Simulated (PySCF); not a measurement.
Be(NH2)(NMe2) (C2H8BeN2), SMILES C[N](C)[Be][NH2].

Geometry: PBE0-D3(BJ)/def2-SVP. The values are those of a single conformer.

Two levels are set side by side: PBE/def2-TZVP (PySCF) and CAM-B3LYP/def2-TZVP (PySCF). Same geometry, gas phase. Differences are taken from unrounded values.

```
quantity                     CAM-B3LYP
---------------------------  ---------
orbital gap (eV)                  7.95
highest occupied level (eV)      -7.40
lowest empty level (eV)           0.55
dipole moment (D)                 0.47
mean polarisability (bohr³)       56.6
```

Problem. What does PBE give, and how far is it from CAM-B3LYP? (An estimate is asked for; the answer gives what the named calculation found.)

Solution. 
```json
[
 {"quantity": "orbital gap (eV)", "PBE": "4.12", "PBE minus CAM-B3LYP": "-3.82"},
 {"quantity": "highest occupied level (eV)", "PBE": "-4.77", "PBE minus CAM-B3LYP": "2.63"},
 {"quantity": "lowest empty level (eV)", "PBE": "-0.65", "PBE minus CAM-B3LYP": "-1.19"},
 {"quantity": "dipole moment (D)", "PBE": "0.50", "PBE minus CAM-B3LYP": "0.03"},
 {"quantity": "mean polarisability (bohr³)", "PBE": "60.8", "PBE minus CAM-B3LYP": "4.3"}
]
```

Without exact exchange PBE keeps part of each electron's self-repulsion, which lifts occupied levels and narrows the gap. Loosely held outer electrons make PBE densities more polarisable. Differences between two approximate levels are no errors against the true value.

Rough cost on one machine, each run with all the roots and properties that it gave: CAM-B3LYP against PBE within a factor of 2.
